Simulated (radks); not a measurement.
All-electron atom: neutral palladium in [Kr] 4d10 (the NIST ground configuration). Method: Dirac Kohn-Sham, BLYP, spin-unpolarised, spherical densities, point nucleus; computed with a radial shooting solver on a logarithmic mesh with Libxc functionals.

Normalised radial functions P(r) = r R(r) (large component), r in bohr:

```
   r/bohr * 3d5/2, o 4s1/2, + 4p1/2 (the largest magnitude, 1.69, reaches the edge; | marks zero, & curves that meet)
 0.004293                             & o
 0.004919                             &  o
 0.005635                             &  o
 0.006456                             &  o
 0.007397                             &  o
 0.008475                             *+  o
 0.009709                             *+  o
  0.01112                             *+  o
  0.01274                             *+  o
  0.01472                             *+  o
  0.01686                             * + o
  0.01932                             * + o
  0.02213                             * + o
  0.02536                             *  &
  0.02905                             |*o+
  0.03328                             |*o +
  0.03813                             o*   +
  0.04369                            o| *  +
  0.05005                           o | *   +
  0.05734                         o   |  *  +
   0.0657                        o    |   * +
  0.07527                       o     |     &
  0.08693                      o      |     + *
  0.09959                      o      |    +    *
   0.1141                       o     |  +        *
   0.1307                         o   |+             *
   0.1498                           o+|                 *
   0.1716                         +   | o                  *
   0.1966                       +     |    o                 *
   0.2252                    +        |       o                 *
    0.258                   +         |         o                *
   0.2956                    +        |          o               *
   0.3387                     +       |        o                *
    0.388                        +    |     o                 *
   0.4446                             +o                   *
   0.5134                       o     |    +           *
   0.5882                  o          |         +  *
   0.6739             o               |         *   +
   0.7721          o                  |     *          +
   0.8846          o                  |   *             +
    1.013           o                 | *              +
    1.161              o              |*             +
     1.33                  o          *           +
    1.524                     o       *        +
    1.746                        o    *     +
        2                          o  *   +
    2.292                            o* +
    2.647                            o*+
    3.032                             &+
    3.474                             &
     3.98                             &
     4.56                             &
    5.224                             &
    5.985                             &
```

3d5/2: eigenvalue -323.11 eV, 0 radial nodes, <r> = 0.359 bohr, 90 % of the charge inside 0.569 bohr. 4s1/2: eigenvalue -85.297 eV, 3 radial nodes at r = 0.0401, 0.161, 0.452 bohr, <r> = 0.946 bohr, 90 % of the charge inside 1.38 bohr. 4p1/2: eigenvalue -54.229 eV, 2 radial nodes at r = 0.140, 0.449 bohr, <r> = 1.02 bohr, 90 % of the charge inside 1.52 bohr.
